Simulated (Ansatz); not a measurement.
Reaction (isomerisation): `CC[Si]SC` → `C=C([SiH3])SC`

Program: Ansatz. Geometries: PBE0-D4/def2-TZVP. ΔE: electronic, gas phase. CCSD(T)/CBS adds triple-zeta CCSD(T) − MP2 to the extrapolated MP2 energy (def2 sets, frozen cores). Functionals use def2-TZVPP. Each species was taken in one conformer, which may not be the lowest.

```json
{"level": "PBE0", "ΔE (kcal/mol)": "14.2"}
{"level": "CCSD/def2-TZVPP", "ΔE (kcal/mol)": "12.3"}
{"level": "HF/def2-QZVPP", "ΔE (kcal/mol)": "7.6"}
{"level": "HF/CBS(def2)", "ΔE (kcal/mol)": "7.6"}
```

**Question.** What does CCSD(T)/CBS give? (An estimate is asked.)

**Answer.** The calculation gave: +12.1 kcal/mol. The listed levels differ from it by 2.1, 0.2, -4.5, -4.5 kcal/mol.

Largest T1 diagnostic among the species: 0.014.

In def2-TZVPP, CCSD(T) changes the Hartree–Fock value by +4.2 kcal/mol (the triples alone add −0.2 kcal/mol) and MP2 by +3.2 kcal/mol.
